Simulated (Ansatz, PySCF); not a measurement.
Scan of H2Ge, singlet: symmetric bend, bond length relaxed. Scanned: H-Ge-H angle. Other coordinates (Ge-H bond length) were minimised at B3LYP/def2-TZVP. Each profile is relative to its own lowest point.

```csv
a / °,A,B,C
157,0.0,53.9,50.3
147,4.4,40.4,37.5
137,9.0,28.0,25.9
127,15.0,17.6,16.0
117,22.9,9.3,8.3
107,32.7,3.5,2.9
97,44.8,0.3,0.0
87,59.7,0.0,0.0
77,78.0,2.8,2.9
67,101.3,8.9,9.0
60,121.4,15.2,14.9
```

Energies in kcal/mol.

### Question
Which curve belongs to which method? The methods are CCSD on RHF/aug-cc-pVQZ, cores with 3d frozen (Ansatz, a first-principles code); restricted Hartree-Fock/3-21G (PySCF); restricted M06-2X/6-31G*, spherical d run with PySCF.

### Answer
A is RHF/3-21G; B is RKS-M06-2X/6-31G*; C is CCSD/aug-cc-pVQZ.

The scan ran from 180.0 to 60.0; beyond the range shown the relaxed coordinates jump or full CI changes its symmetry label.
